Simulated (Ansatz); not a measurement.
cis-[TiF2(H2O)4]+ (TiO4F2H8⁺). Total charge 1; doublet. Geometry B3LYP-D4/def2-SVP.

Cartesian coordinates in Å:
```
F -1.355 -0.665 1.430
F 1.191 -1.709 -0.103
O 1.096 0.629 -1.346
O -0.929 1.587 0.086
O 1.209 0.309 1.889
O -1.300 -1.334 -1.302
Ti -0.029 -0.454 0.250
H 0.628 1.029 -2.095
H 1.833 0.117 -1.716
H -0.374 2.368 0.233
H -1.716 1.697 0.644
H 2.114 -0.037 1.945
H 0.807 0.150 2.759
H -2.219 -1.506 -1.039
H -0.956 -2.180 -1.635
```

No other spin state of charge 1 was run. Another isomer (doublet) lies 0.15 eV lower at PBE0-D4/def2-TZVP; other spin states weren't run for this one.

Q: Estimate the α-spin orbital energies around the gap (eV) in Ansatz with LDA (SPW92)/def2-TZVP, PBE-D4/def2-SVP, PBE-D4/def2-TZVP, r2SCAN-D4/def2-TZVP, PBE0-D4/def2-SVP.

A: 
```json
{"orbital": "HOMO−13", "LDA (SPW92)/def2-TZVP": "-15.78", "PBE-D4/def2-SVP": "-15.27", "PBE-D4/def2-TZVP": "-15.63", "r2SCAN-D4/def2-TZVP": "-16.10", "PBE0-D4/def2-SVP": "-17.33"}
{"orbital": "HOMO−12", "LDA (SPW92)/def2-TZVP": "-15.51", "PBE-D4/def2-SVP": "-15.04", "PBE-D4/def2-TZVP": "-15.39", "r2SCAN-D4/def2-TZVP": "-15.88", "PBE0-D4/def2-SVP": "-17.10"}
{"orbital": "HOMO−11", "LDA (SPW92)/def2-TZVP": "-15.32", "PBE-D4/def2-SVP": "-14.81", "PBE-D4/def2-TZVP": "-15.19", "r2SCAN-D4/def2-TZVP": "-15.66", "PBE0-D4/def2-SVP": "-16.85"}
{"orbital": "HOMO−10", "LDA (SPW92)/def2-TZVP": "-14.36", "PBE-D4/def2-SVP": "-13.64", "PBE-D4/def2-TZVP": "-14.10", "r2SCAN-D4/def2-TZVP": "-14.53", "PBE0-D4/def2-SVP": "-15.70"}
{"orbital": "HOMO−9", "LDA (SPW92)/def2-TZVP": "-13.99", "PBE-D4/def2-SVP": "-13.30", "PBE-D4/def2-TZVP": "-13.76", "r2SCAN-D4/def2-TZVP": "-14.20", "PBE0-D4/def2-SVP": "-15.42"}
{"orbital": "HOMO−8", "LDA (SPW92)/def2-TZVP": "-13.90", "PBE-D4/def2-SVP": "-13.22", "PBE-D4/def2-TZVP": "-13.66", "r2SCAN-D4/def2-TZVP": "-14.11", "PBE0-D4/def2-SVP": "-15.31"}
{"orbital": "HOMO−7", "LDA (SPW92)/def2-TZVP": "-13.78", "PBE-D4/def2-SVP": "-13.06", "PBE-D4/def2-TZVP": "-13.51", "r2SCAN-D4/def2-TZVP": "-13.93", "PBE0-D4/def2-SVP": "-15.13"}
{"orbital": "HOMO−6", "LDA (SPW92)/def2-TZVP": "-13.63", "PBE-D4/def2-SVP": "-12.90", "PBE-D4/def2-TZVP": "-13.35", "r2SCAN-D4/def2-TZVP": "-13.76", "PBE0-D4/def2-SVP": "-14.93"}
{"orbital": "HOMO−5", "LDA (SPW92)/def2-TZVP": "-13.43", "PBE-D4/def2-SVP": "-12.73", "PBE-D4/def2-TZVP": "-13.19", "r2SCAN-D4/def2-TZVP": "-13.63", "PBE0-D4/def2-SVP": "-14.79"}
{"orbital": "HOMO−4", "LDA (SPW92)/def2-TZVP": "-13.20", "PBE-D4/def2-SVP": "-12.58", "PBE-D4/def2-TZVP": "-13.00", "r2SCAN-D4/def2-TZVP": "-13.45", "PBE0-D4/def2-SVP": "-14.65"}
{"orbital": "HOMO−3", "LDA (SPW92)/def2-TZVP": "-12.94", "PBE-D4/def2-SVP": "-12.33", "PBE-D4/def2-TZVP": "-12.76", "r2SCAN-D4/def2-TZVP": "-13.21", "PBE0-D4/def2-SVP": "-14.41"}
{"orbital": "HOMO−2", "LDA (SPW92)/def2-TZVP": "-12.86", "PBE-D4/def2-SVP": "-12.18", "PBE-D4/def2-TZVP": "-12.63", "r2SCAN-D4/def2-TZVP": "-13.06", "PBE0-D4/def2-SVP": "-14.18"}
{"orbital": "HOMO−1", "LDA (SPW92)/def2-TZVP": "-12.65", "PBE-D4/def2-SVP": "-12.05", "PBE-D4/def2-TZVP": "-12.45", "r2SCAN-D4/def2-TZVP": "-12.90", "PBE0-D4/def2-SVP": "-14.08"}
{"orbital": "HOMO", "LDA (SPW92)/def2-TZVP": "-7.43", "PBE-D4/def2-SVP": "-7.18", "PBE-D4/def2-TZVP": "-7.50", "r2SCAN-D4/def2-TZVP": "-8.05", "PBE0-D4/def2-SVP": "-9.84"}
{"orbital": "LUMO", "LDA (SPW92)/def2-TZVP": "-7.04", "PBE-D4/def2-SVP": "-6.40", "PBE-D4/def2-TZVP": "-6.72", "r2SCAN-D4/def2-TZVP": "-6.63", "PBE0-D4/def2-SVP": "-5.31"}
{"orbital": "LUMO+1", "LDA (SPW92)/def2-TZVP": "-6.55", "PBE-D4/def2-SVP": "-5.87", "PBE-D4/def2-TZVP": "-6.20", "r2SCAN-D4/def2-TZVP": "-6.00", "PBE0-D4/def2-SVP": "-4.81"}
{"orbital": "LUMO+2", "LDA (SPW92)/def2-TZVP": "-5.56", "PBE-D4/def2-SVP": "-5.01", "PBE-D4/def2-TZVP": "-5.34", "r2SCAN-D4/def2-TZVP": "-4.90", "PBE0-D4/def2-SVP": "-4.10"}
{"orbital": "LUMO+3", "LDA (SPW92)/def2-TZVP": "-5.19", "PBE-D4/def2-SVP": "-4.55", "PBE-D4/def2-TZVP": "-4.94", "r2SCAN-D4/def2-TZVP": "-4.80", "PBE0-D4/def2-SVP": "-3.52"}
{"orbital": "LUMO+4", "LDA (SPW92)/def2-TZVP": "-4.99", "PBE-D4/def2-SVP": "-4.48", "PBE-D4/def2-TZVP": "-4.81", "r2SCAN-D4/def2-TZVP": "-4.28", "PBE0-D4/def2-SVP": "-3.47"}
{"orbital": "LUMO+5", "LDA (SPW92)/def2-TZVP": "-4.22", "PBE-D4/def2-SVP": "-3.58", "PBE-D4/def2-TZVP": "-4.11", "r2SCAN-D4/def2-TZVP": "-3.30", "PBE0-D4/def2-SVP": "-2.59"}
{"orbital": "β HOMO", "LDA (SPW92)/def2-TZVP": "-12.64", "PBE-D4/def2-SVP": "-12.04", "PBE-D4/def2-TZVP": "-12.44", "r2SCAN-D4/def2-TZVP": "-12.88", "PBE0-D4/def2-SVP": "-14.05"}
{"orbital": "β LUMO", "LDA (SPW92)/def2-TZVP": "-6.56", "PBE-D4/def2-SVP": "-5.92", "PBE-D4/def2-TZVP": "-6.25", "r2SCAN-D4/def2-TZVP": "-6.00", "PBE0-D4/def2-SVP": "-4.78"}
```
